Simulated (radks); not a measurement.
Values are calculated unless marked as measured or tabulated.
Problem. All-electron atom: Se I in [Ar] 3d10 4s2 4p4. Code: a radial shooting solver on a logarithmic mesh with Libxc functionals. Model: scalar-relativistic Kohn-Sham, revPBE, spin-polarised, spherical densities, point nucleus; open shells are filled with parallel spins first. Some entries of the table are withheld. Estimate them.

orbital,occ.,eigenvalue (hartree),r(max) (bohr),<r^2> (bohr^2)
1s up,1,-459.5801,0.02880,0.002616
1s down,1,-459.5766,0.02879,0.002616
2s up,1,-59.06282,0.1644,0.04526
2s down,1,-59.06114,0.1644,0.04526
2p up,3,-51.94062,0.1317,0.03586
2p down,3,-51.93738,0.1317,0.03586
3s up,1,-7.84562,0.5022,0.3793
3s down,1,-7.84147,0.5023,0.3791
3p up,3,-5.61878,0.5004,0.4079
3p down,3,-5.61405,0.5005,0.4074
3d up,5,(1),0.4531,0.4997
3d down,5,(2),0.4531,0.4951
4s up,1,-0.65663,1.520,(3)
4s down,1,-0.59744,1.507,(4)
4p up,3,(5),1.813,6.093
4p down,1,(6),1.813,6.585

Solution. 
(1) 3d up eigenvalue (hartree): -1.94833
(2) 3d down eigenvalue (hartree): -1.94145
(3) 4s up <r^2> (bohr^2): 3.710
(4) 4s down <r^2> (bohr^2): 3.722
(5) 4p up eigenvalue (hartree): -0.26075
(6) 4p down eigenvalue (hartree): -0.20323
